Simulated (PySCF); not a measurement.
ZnN⁺: energy against distance

Set-up: PySCF, spin-free X2C with a Gaussian nucleus, basis sets Zn x2c-SVPall, N x2c-SVPall. Energies in eV from Zn⁺ + N in their ground configurations at the same level. State: ³Σ⁻ (triplet), unpaired electrons π ↑↑.

All columns are PBE0. A positive dipole points towards N; it is taken about the centre of mass and depends on that origin.

```csv
R (Å),E (eV),μ (D),Mulliken charge on Zn (basis-dependent),HOMO (eV),LUMO (eV),Mayer bond order,⟨S²⟩
1.710,-0.606,-2.86,0.80,-15.25,-10.63,1.40,2.08
1.790,-0.896,-2.72,0.81,-15.16,-10.67,1.31,2.11
1.870,-1.046,-2.53,0.83,-15.07,-10.70,1.21,2.15
1.929,-1.094,-2.37,0.84,-15.00,-10.73,1.13,2.20
1.989,-1.105,-2.19,0.84,-14.94,-10.76,1.05,2.24
2.049,-1.089,-2.01,0.85,-14.89,-10.79,0.97,2.30
2.128,-1.041,-1.78,0.85,-14.83,-10.83,0.86,2.37
2.228,-0.957,-1.52,0.85,-14.78,-10.89,0.73,2.47
2.347,-0.844,-1.28,0.86,-14.74,-10.98,0.60,2.57
2.506,-0.696,-1.11,0.86,-14.72,-11.10,0.45,2.68
```

A fit through these points gives, at Re = 1.980 Å, μ = -2.22 D and dμ/dR = 3.02 D/Å; the reduced mass is 11.49 u.

Q: How strong is the fundamental in the double-harmonic approximation, I = 42.26·(dμ/dR)²/μred km/mol?

A: I = 42.26·(3.02)²/11.49 = 33.5 km/mol at PBE0.

⟨S²⟩ of the unrestricted solution departs from its pure value on part of the curve, where spin states mix. For an ion De counts to the pair picked by the measured ionisation energies or electron affinities, which need not be the lowest pair at this level. The state was picked by a PBE0 search and need not be the measured ground state.
